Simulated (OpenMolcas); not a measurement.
# C+, Si+, Ge+, Sn+, Pb+: ns² np down the group

```json
{
  "Program": "OpenMolcas 26.06",
  "Method": "XMS-CASPT2, IPEA 0.25 Eh, imaginary shift 0.1 Eh",
  "Basis": "ANO-RCC-VTZP",
  "Scalar Hamiltonian": "DKH2, point nucleus",
  "Spin-orbit coupling": "RASSI with atomic mean-field integrals over the reference wave functions, term energies averaged over their components"
}
```

Active space for each ion: 3 electrons in 8 orbitals (s p s p); closed shells correlated by CASPT2: C+ 1s; Si+ 2s 2p; Ge+ 3d; Sn+ 4d; Pb+ 5d.

Computed levels in cm-1 above ²P°_1/2:

```csv
Level,C+,Si+,Ge+,Sn+,Pb+
²P°_3/2,59.2,264,1583,3420,11240
weight of ²P° in the lowest level (%),100,100,100,100,100
```

Measured, with the error of the calculation in %. Measured levels: C+, Si+, Ge+, Sn+, Pb+ from NIST Handbook of Basic Atomic Spectroscopic Data.

```csv
Level,C+,Si+,Ge+,Sn+,Pb+
²P°_3/2,63.4 (-6.6),287 (-8.0),1767 (-10.4),4251 (-19.5),14081 (-20.2)
```

The fine-structure level ²P°_3/2 changes by a factor of 190 from C+ to Pb+.

CASPT2 breaks the degeneracy within a term, and the mean is taken; among the terms shown or strongly mixed into the levels shown the widest spread is 50 cm-1 (4s² 4p ²P°, Ge+). Over all roots computed the reference weight is 0.89 to 0.99 in C+, 0.93 to 0.99 in Si+, 0.84 to 0.96 in Ge+, 0.83 to 0.93 in Sn+; the roots of lowest weight are the least certain, and an intruder state may touch them. The run also gave levels led by 2s² 3p, which use shells meant for correlation; these and all levels above them are left out (holds for C+). The run also gave levels led by 3s 3p 4s, 3s² 4p, which use shells meant for correlation; these and all levels above them are left out (holds for Si+). Some high roots are left out of the spin-orbit mixing, which shifts the levels that they would mix with (holds for Ge+; Pb+). The run also gave levels led by 4s² 5p, 4s² 5s, which use shells meant for correlation; these and all levels above them are left out (holds for Ge+). The run also gave levels led by 5s² 6s, which use shells meant for correlation; these and all levels above them are left out (holds for Sn+). Some terms miss by over 15 % even with CASPT2, which points to a basis or an active space too small for the shells correlated (holds for Sn+; Pb+). The run also gave levels led by 6s² 7s, which use shells meant for correlation; these and all levels above them are left out (holds for Pb+). Measured partners are found by configuration, term and J. A level has none where our copy of the source lacks it or the pairing is in doubt (some pairs that miss far off the trend of their configuration count as doubtful), and it then counts in no deviation. Levels of configurations outside the active space are missing.

° marks odd parity.
